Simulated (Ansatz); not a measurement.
Relaxation of AlCl$_{3}$FH (6 atoms, charge 0, multiplicity 1), to a largest force component of 0.03 eV/Å in at most 50 steps.

Computed with RKS r2SCANh/6-31G* (Ansatz 0.2.0).

```xyz
6
Properties=species:S:1:pos:R:3
Al 0.003 -0.535 -0.542
Cl 0.059 -0.037 2.845
Cl 1.817 0.274 -1.124
Cl -1.806 0.224 -1.199
F 0.005 -1.934 0.371
H 0.068 -1.288 2.390
```

Q: Where does it end, and by what steps?

A: It converged. After 7 steps the energy has fallen by 0.274 eV; Cl2 moved furthest, 0.65 Å. Joined: Al1–Cl2 (3.42 → 2.53 Å).

```tsv
step	energy less start (eV)	largest force component (eV/Å)	accepted
0	0.0000	1.116	yes
1	-0.0757	0.821	yes
2	-0.1438	1.111	yes
3	-0.2295	1.079	yes
4	-0.2441	0.711	yes
5	-0.2692	0.344	yes
6	-0.2731	0.085	yes
7	-0.2744	0.021	yes
```

```xyz
6
Properties=species:S:1:pos:R:3
Al 0.021 -0.544 -0.262
Cl 0.022 0.045 2.196
Cl 1.816 0.291 -0.927
Cl -1.789 0.263 -0.922
F 0.037 -2.127 0.227
H 0.038 -1.225 2.428
```

Whether the end is a true minimum wasn't checked by a vibrational analysis.

Run time: 20 s on 2 threads of Intel(R) Xeon(R) 6975P-C (Granite Rapids), on a shared host, peak memory 0.25 GiB.
